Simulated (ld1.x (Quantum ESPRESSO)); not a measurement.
# oxygen, ultrasoft: configuration errors across variants

| Property | Result |
| --- | --- |
| Element | oxygen |
| Generator | ld1.x (Quantum ESPRESSO) 7.5 |
| Type | ultrasoft |
| Functional | PBEsol |
| Relativity | scalar-relativistic |
| Frozen core | [He] |
| Valence charge | 6 |
| Reference configuration | 2s2 2p1 (charge +3) |
| Partial waves | 2s (bound): rcut 0.55, rcutus 0.70 bohr; 2s channel at -3.6 Ry: rcut 0.55, rcutus 0.70 bohr; 2p (bound): rcut 1.55, rcutus 1.95 bohr; 2p channel at 0.45 Ry: rcut 1.55, rcutus 1.95 bohr |
| Local potential | all-electron potential smoothed inside 0.85 bohr (lloc = -2) |
| Core correction | Bessel-smoothed model core inside 0.65 bohr |
| Augmentation charge | PSQ, radius 0.40 bohr |

All-electron excitation energies from the reference (eV): (1) 2s2 2p4 -103.544; (2) 2s2 2p3 -87.185; (3) 2s2 2p2 -53.707; (4) 2s0 2p6 -73.796; (5) 2s2 2p3.5 -97.290; (6) 2s1 2p5 -88.690; (7) 2s1 2p4 -72.047.

The overlap operator is not positive definite (basis up to 400 Ry) in “local potential all-electron potential smoothed inside 1.90 bohr (lloc = -1)”. Such files are unfit for use, however small their errors in these radial tests.

Tests that are not counted but printed errors over 1 eV. “local potential all-electron potential smoothed inside 1.90 bohr (lloc = -1)”: 2s0 2p6 (solver errors, printed error -341 eV); 2s1 2p5 (solver errors, printed error -341 eV). “augmentation built from norm-conserving waves at rcut, not smoothed further”: 2s0 2p6 (converged, but collapsed or in another state, printed error -25.4 eV); 2s1 2p5 (converged, but collapsed or in another state, printed error -24.4 eV); 1 more.

4 further variants failed, have other tests or another functional or relativity, and are left out.

The file “augmentation built from norm-conserving waves at rcut, not smoothed further” misses its own reference levels by 8.0 eV.

Errors AE − PS in meV (a dash: test not solved or not reliable):

```tsv
change	(1)	(2)	(3)	(4)	(5)	(6)	(7)	bound ghosts
base	+187	+88	+26	+737	+134	+410	+301	none
core correction Bessel-smoothed model core inside 0.64 bohr	+181	+84	+25	+714	+129	+396	+289	none
local potential all-electron potential smoothed inside 1.90 bohr (lloc = -1)	-5.1	+60	+23	–	+50	–	+279	not determined (overlap not positive)
waves 2p (bound): rcut 1.55, rcutus 2.62 bohr; 2p channel at 0.45 Ry: rcut 1.55, rcutus 2.62 bohr	–	–	–	–	–	–	–	none
augmentation built from norm-conserving waves at rcut, not smoothed further	–	-16015	-7916	–	-19965	–	-16819	not determined
local potential all-electron potential smoothed inside 1.14 bohr (lloc = -2)	+200	+92	+27	+753	+142	+425	+307	none
augmentation PSQ, radius 0.45 bohr	+173	+80	+23	+606	+122	+353	+250	none
```

(1) Give the same row for: wave 2p channel at 0.45 Ry: rcut 1.55, rcutus 1.95 bohr becomes 2p channel at -1.3 Ry: rcut 1.55, rcutus 1.95 bohr.

## Answers

(1) +38, +13, +9.6, +510, +21, +223, +198; bound ghosts: none.
